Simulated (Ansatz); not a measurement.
Cost and result for the atomization energy of `[SH][Ga][Cl]` radical (4 atoms, 3 bonds).

Total charge 0; spin multiplicity 2. Correlated methods include outer-core shells of Ga, which these sets cover unevenly. Scalar relativity is left out up to krypton. All single points use the PBE0-D4/def2-TZVP geometry. It is one conformer, not always the lowest. Program: Ansatz. All runs use 2 threads of a server CPU on a shared host. Times are those of one run each, without the atoms' runs, and a repeat can differ threefold. Electronic energies, without spin–orbit coupling; frozen cores. CCSD(T)/CBS adds CCSD(T) − MP2 in def2-TZVPP to the MP2 limit, and its time is that of the two runs behind it. T1 = 0.015; ⟨S²⟩ of the reference is 0.76. With those shells the extrapolation isn't a true limit. B3LYP takes the VWN-RPA correlation (the form of Gaussian; ORCA's B3LYP/G).

CCSD(T)/CBS is a level of theory with its own doubt, some kJ/mol a heavy atom from the limit and from the frozen cores, so smaller differences don't rank the functionals.

```tsv
level	functions	wall time	atomization (kcal/mol)	difference from CCSD(T)/CBS	per bond
LDA (SPW92)/def2-TZVPP	146	2.1 s	273.9	41.3	13.8
PBE0-D4/def2-TZVPP	146	4.2 s	235.3	2.7	0.9
BHLYP-D4/def2-TZVPP	146	4.8 s	223.2	-9.4	-3.1
B3LYP-D4/def2-TZVPP (with forces)	146	5.5 s	228.8	-3.8	-1.2
CCSD(T)/def2-SVP	73	5.5 s	212.7	-19.9	-6.6
r2SCAN-D4/def2-TZVPP (with forces)	146	6.5 s	240.6	8.0	2.7
B2PLYP/def2-TZVPP	146	6.5 s	227.8	-4.8	-1.6
r2SCANh-D4/def2-TZVPP	146	7 s	238.4	5.8	1.9
ωB97X-V/def2-TZVPP	146	12 s	235.6	3.0	1.0
ωB97M-V/def2-TZVPP (with forces)	146	15 s	234.8	2.2	0.7
MP2/def2-QZVPP	259	15 s	238.1	5.5	1.8
CCSD(T)/def2-TZVPP	146	60 s	227.0	-5.6	-1.8
CCSD(T)/CBS(def2)	–	75 s	232.6	0.0	0.0
```

At CCSD(T), def2-SVP lies −19.9 kcal/mol from the extrapolated value and def2-TZVPP −5.5 kcal/mol: correlation converges slowly with the basis, and small sets miss more of it in the bonded molecule than in its fragments. In def2-TZVPP, CCSD(T) changes the Hartree–Fock value by +60.1 kcal/mol (the triples alone add +5.9 kcal/mol) and MP2 by +68.0 kcal/mol; breaking electron pairs costs correlation energy, which Hartree–Fock lacks. The D4 term adds +4.1 kcal/mol with B3LYP and +2.1 kcal/mol with PBE0; it sums over pairs of atoms, weighted by their polarisabilities, and B3LYP, whose exchange is more repulsive, gets the larger term.
